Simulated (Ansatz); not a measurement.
Reaction (formal exchange of groups at the Si–N bond): `C[SiH](Cl)N[SiH2]Cl` + `C=O` → `O=C[SiH2]Cl` + `C[SiH](N)Cl`

Gas-phase electronic energies from Ansatz, PBE0-D4/def2-TZVP geometries. CBS: MP2 limit from def2 TZ/QZ plus the TZ coupled-cluster correction, frozen cores. This one scheme is used for every species. Functionals use def2-TZVPP. B3LYP here is the variant with VWN-RPA as its local correlation; programs differ in this. One conformer a species, not always the lowest.

```tsv
level	ΔE (kJ/mol)	difference from CCSD(T)/CBS
PBE-D4	76.2	-13.6
r2SCAN-D4	83.8	-6.0
PBE0-D4	84.2	-5.6
B3LYP-D4	88.1	-1.7
ωB97X-V	87.0	-2.8
ωB97M-V	87.9	-1.9
B2PLYP	84.5	-5.3
PBE	68.8	-21.0
r2SCAN	81.3	-8.5
PBE0	77.2	-12.6
B3LYP	76.5	-13.3
HF/def2-TZVPP	92.7	2.9
MP2/def2-TZVPP	96.0	6.2
SCS-MP2/def2-TZVPP	94.0	4.2
CCSD/def2-TZVPP	91.6	1.8
CCSD(T)/def2-TZVPP	91.0	1.2
HF/def2-QZVPP	93.1	3.3
MP2/def2-QZVPP	95.5	5.7
SCS-MP2/def2-QZVPP	93.4	3.6
HF/CBS(def2)	93.2	3.4
MP2/CBS(def2)	94.8	5.0
CCSD/CBS(def2)	90.3	0.5
CCSD(T)/CBS	89.8	0
```

Largest T1 diagnostic among the species: 0.015.

The D4 term adds +11.6 kJ/mol with B3LYP and +6.9 kJ/mol with PBE0; it sums over pairs of atoms, weighted by their polarisabilities, and B3LYP, whose exchange is more repulsive, gets the larger term. From PBE to PBE0 (25 % exact exchange), in def2-TZVPP and without D4, ΔE moves by +8.4 kJ/mol.
